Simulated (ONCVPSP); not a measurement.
**P, ONCV: configuration errors across variants**

phosphorus, optimised norm-conserving Vanderbilt (ONCV), made with ONCVPSP 4.0.1 (PBEsol, scalar-relativistic). Core [He], reference 2s2 2p6 3s1 3p4. Waves: 2s+3s: rc 0.90 bohr, ncon 4, nbas 8, qcut 13.5 1/bohr, 3 projectors, debl 2.2 Ha; 2p+3p: rc 0.95 bohr, ncon 4, nbas 7, qcut 13.1 1/bohr, 3 projectors, debl 1.4 Ha. Local part: polynomial inside 0.85 bohr (lpopt 5, dvloc0 0 Ha). Core correction: Teter function, fcfact 2, rcfact 1.45.

All-electron excitation energies from the reference (eV): (1) 2s2 2p6 3s2 3p3 -8.509; (2) 2s2 2p6 3s2 3p2 1.189; (3) 2s2 2p6 3s2 3p1 20.301; (4) 2s2 2p6 3s1 3p0 101.920.

Errors AE − PS in meV (a dash: test not solved or not reliable):

```csv
change,(1),(2),(3),(4),bound ghosts,GHOST(+) flags above zero
base,-0.7,+0.8,+5.7,+24,none,p
"all radii but the core radius scaled by about 0.76 (s 0.68, p 0.72 bohr); local potential polynomial inside 0.64 bohr (lpopt 5, dvloc0 0 Ha)",-0.1,+1.5,+5.7,+20,none,p
"all radii but the core radius scaled by about 0.82 (s 0.74, p 0.78 bohr); local potential polynomial inside 0.70 bohr (lpopt 5, dvloc0 0 Ha)",-0.2,+1.3,+5.8,+21,none,p
"all radii but the core radius scaled by about 0.91 (s 0.82, p 0.86 bohr); local potential polynomial inside 0.78 bohr (lpopt 5, dvloc0 0 Ha)",-0.5,+1.1,+5.9,+23,none,p
"all radii but the core radius scaled by about 1.04 (s 0.94, p 0.98 bohr); local potential polynomial inside 0.88 bohr (lpopt 5, dvloc0 0 Ha)",-0.7,+0.7,+5.6,+24,none,none
"all radii but the core radius scaled by about 1.08 (s 0.98, p 1.02 bohr); local potential polynomial inside 0.92 bohr (lpopt 5, dvloc0 0 Ha)",-0.9,+0.5,+5.5,+23,none,none
"all radii but the core radius scaled by about 1.16 (s 1.04, p 1.10 bohr); local potential polynomial inside 0.98 bohr (lpopt 5, dvloc0 0 Ha)",+0.6,+2.0,+7.2,+21,none,none
"all radii but the core radius scaled by about 1.26 (s 1.14, p 1.20 bohr); local potential polynomial inside 1.08 bohr (lpopt 5, dvloc0 0 Ha)",-1.2,0.0,+4.7,+15,none,none
"all radii but the core radius scaled by about 1.31 (s 1.18, p 1.24 bohr); local potential polynomial inside 1.12 bohr (lpopt 5, dvloc0 0 Ha)",-1.3,-0.2,+4.5,+13,none,none
```

Q: Give the same row for: all radii but the core radius scaled by about 1.22 (s 1.10, p 1.16 bohr); local potential polynomial inside 1.04 bohr (lpopt 5, dvloc0 0 Ha).

A: -1.3, -0.1, +4.7, +17; bound ghosts: none; GHOST(+) flags above zero: none.
